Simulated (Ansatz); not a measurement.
Relaxation of ClF₃Hf (5 atoms, charge 0, multiplicity 1), to a largest force component of 0.02 eV/Å in at most 40 steps.

Method: RKS revPBE/def2-SVP (Ansatz 0.2.0).

```xyz
5
Properties=species:S:1:pos:R:3
Hf 0.000 0.000 0.000
Cl 0.000 0.000 2.520
F 1.867 0.000 -0.659
F -0.933 1.616 -0.659
F -0.933 -1.616 -0.659
```

Task: Where does it end, and by what steps?

Result: It converged. After 3 steps the energy has fallen by 0.322 eV; Cl2 moved furthest, 0.12 Å.

| step | energy less start (eV) | largest force component (eV/Å) | accepted |
| --- | --- | --- | --- |
| 0 | 0.0000 | 1.844 | yes |
| 1 | -0.2246 | 1.909 | yes |
| 2 | -0.3214 | 0.111 | yes |
| 3 | -0.3220 | 0.016 | yes |

```xyz
5
Properties=species:S:1:pos:R:3
Hf 0.000 0.000 0.031
Cl 0.000 0.000 2.398
F 1.800 0.000 -0.629
F -0.899 1.559 -0.629
F -0.899 -1.559 -0.629
```

Whether the end is a true minimum wasn't checked by a vibrational analysis.

The run took 13 s on 1 thread of AMD EPYC 7R43 64-Core Processor (Zen 3), with other jobs on the host, peak memory 0.19 GiB.
